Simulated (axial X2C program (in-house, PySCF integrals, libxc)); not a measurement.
Low determinants of In₂⁻ at the PBE0 level, two-component

All values were computed with an in-house all-electron X2C program for linear molecules (integrals from PySCF). Two-component (2c) means X2C with spin–orbit coupling and atomic mean-field two-electron Coulomb and Gaunt terms. Basis: In dyall-acv3z [12s13p10d5f1g] (cores contracted in-house); Gaussian nuclei, density fitting, unrestricted open shells. Masses: In 114.904 u.

Search at 2.840 Å (vertical energies from the lowest determinant):

| ΔE (eV) | state | electrons beyond evenly filled partner blocks | electrons in ±ω = 1/2, 3/2, 5/2, 7/2 |
| --- | --- | --- | --- |
| 0.00 | Ω = 3/2 | ω = 3/2 | 62 29 8 0 |
| 0.25 | Ω = 1/2 | 2 × ω = -1/2, ω = 3/2 | 62 29 8 0 |
| 0.37 | Ω = 1/2 | ω = 1/2 | 63 28 8 0 |
| 0.52 | Ω = 5/2 | 2 × ω = 1/2, ω = 3/2 | 62 29 8 0 |
| 0.67 | Ω = 1/2 | ω = 1/2 | 61 30 8 0 |
| 1.53 | Ω = 5/2 | ω = -1/2, 2 × ω = 3/2 | 61 30 8 0 |
| 1.55 | Ω = 7/2 | ω = 1/2, 2 × ω = 3/2 | 61 30 8 0 |

Lowest determinant, Ω = 3/2 (⟨Sz⟩ = 1.50, ⟨Lz⟩ = 0.00 at PBE0): Re = 2.856 Å, ωe = 136.5 cm⁻¹.

The determinant in row 2 of the search, Ω = 1/2 (⟨Sz⟩ = 0.51, ⟨Lz⟩ = -0.01 at PBE0), was followed along the bond at PBE0; measured from the minimum of the lowest determinant it gives:

Te = 0.251 eV (2028 cm⁻¹), Re = 2.851 Å, ωe = 136.9 cm⁻¹.

(1) Compare the bond of the determinant in row 2 with that of the lowest one.

The search compares states at one distance, so a state with another bond length can lie lower; it is not exhaustive and yields mostly the lowest determinant of each block pattern, so other components and higher states of one pattern are missing. These are energies of single determinants, not of spin-adapted states; PBE0 term energies can be off by some tenths of an eV, and the functional has no current term. The lowest determinant need not be the ground state where others lie within half an eV. For an anion, determinants above electron detachment are held by the basis set. The highest occupied level of some functionals is positive through self-interaction error; at Hartree–Fock it is bound. Row 1 has a positive highest level at its minimum. Row 2 has a positive highest level at its minimum.

Results:

(1) At PBE0 its Re is 0.005 Å shorter and its force constant, which goes as ωe², is 1.01 times that of the lowest determinant. This determinant mixes spin states, so it has no term energy of its own.
